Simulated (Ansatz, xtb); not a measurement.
## C2H3AlSn: which of two isomers lies lower

Structure I is `[CH]1=[CH][Sn][AlH]1`, a singlet and structure II is `C=[C]1[AlH][Sn]1`, a singlet. Both are isolated molecules in the gas phase, relaxed with B3LYP-D3(BJ)/def2-SVP.

Energies in hartree; the thermal terms are from B3LYP-D3(BJ)/def2-SVP harmonic frequencies (ideal gas, rigid rotor, one conformer each, 400 K, 1 atm) and include the zero-point energy:

```
                              I           II
E, CCSD(T)/def2-SVP  −533.016735  −533.005998
    E, MP2/def2-SVP  −532.958637  −532.950033
  E, MP2/def2-TZVPP  −533.422273  −533.418144
  zero-point energy     0.036675     0.036088
       H(400 K) − E     0.046668     0.046623
       G(400 K) − E    −0.006824    −0.008098
```

Correct the CCSD(T) difference for the basis set by the MP2 change, then work out ΔE, ΔE₀, ΔH and ΔG for I → II in kcal/mol (1 Eh = 627.51 kcal/mol) and the equilibrium ratio [II]/[I].

1. Differences II − I: CCSD(T) +0.010737, MP2 in the small set +0.008604, MP2 in the large set +0.004129 Eh.
2. ΔE = +0.010737 + (+0.004129 − (+0.008604)) = +0.006262 Eh = +3.93 kcal/mol.
3. ΔE₀ = ΔE + ΔZPE = +0.006262 + (−0.000587) Eh = +3.56 kcal/mol.
4. ΔH = ΔE + (−0.000045) Eh = +3.90 kcal/mol.
5. ΔG = ΔE + (−0.001274) Eh = +3.13 kcal/mol, so ΔS = (ΔH − ΔG)/T = +8.1 J/(mol K).
6. kT = 1.2667 mEh, so K = [II]/[I] = exp(−ΔG/kT) = exp(−3.94) ≈ 0.019.

Structure I is favoured at this temperature. An error of 1 kcal/mol in ΔG would change K by a factor of 3.5. Mirror images and further conformers aren't counted.

As drawn, both hold the same kinds of bond in the same numbers. Structure I has a 4-membered ring, II a 3-membered ring.

Other levels gave ΔE = +7.4 (B3LYP-D3(BJ)/def2-SVP); +19.6 (HF/def2-SVP); +5.4 (MP2/def2-SVP); +6.7 (CCSD(T)/def2-SVP) kcal/mol. The correlated steps freeze 11 core orbitals; the filled d shell of Sn is correlated, in a basis made for valence electrons. Atoms past krypton carry core potentials in the def2 sets, without spin–orbit terms. Programs: Ansatz 0.2.0.
